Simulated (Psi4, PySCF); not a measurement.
C₂H₆AlCl, singlet, geometry from GFN2-xTB (such geometries of metal compounds can be far from the true shape), atoms displaced at random by about 0.03 Å a coordinate. Base run: R2SCAN/STO-3G, gradient run with PySCF.

Here is a job for PySCF.
```python
from pyscf import gto, scf, dft

mol = gto.Mole()
mol.atom = '''
    Al    0.20606127   -0.23745133    0.23153105
    C     2.11081026   -0.62344818   -0.40351819
    H     2.57644348   -1.39317313    0.27170703
    H     2.63263980    0.24520175   -0.45213701
    H     2.03150432   -1.02073837   -1.40884381
    C    -0.66567721   -0.94474558    1.81453940
    H    -1.54383585   -1.48166244    1.60507011
    H    -1.03199322   -0.10433901    2.53005754
    H    -0.04410593   -1.57866060    2.40768052
    Cl   -0.88595409    0.99535100   -0.89507494
'''
mol.basis = 'sto-3g'
mol.verbose = 4
mol.build()

mf = dft.RKS(mol)
mf.xc = 'r2scan'
mf.kernel()
g = mf.nuc_grad_method()
grad = g.kernel()
```

Programs used: Psi4, PySCF; a row that names a program was run with it.

The coordinate followed is z of atom 5.

Variants of this job, named by their change:

```csv
change,dE/dx (Eh/bohr),net force (Eh/bohr)
base,0.007725,0.003242
density fitting = on,0.007734,0.003242
finite difference step (bohr) = 1e-5; conv_tol = 1e-11,0.007728,-
code = psi4,0.007768,0.002714
grids.level = 0; grid_response = off,0.009052,0.010352
conv_tol = 1e-4,0.007696,0.003241
grids.level = 1; grid_response = on,0.007687,0.000000
finite difference step (bohr) = 1e-4; conv_tol = 1e-11,0.007728,-
conv_tol = 1e-11,0.007725,0.003242
grids.level = 0; grid_response = on,0.009452,0.000000
finite difference step (bohr) = 0.05; conv_tol = 1e-11,0.008109,-
finite difference step (bohr) = 0.2; conv_tol = 1e-11,0.013876,-
```

The net force is zero for an exact gradient.
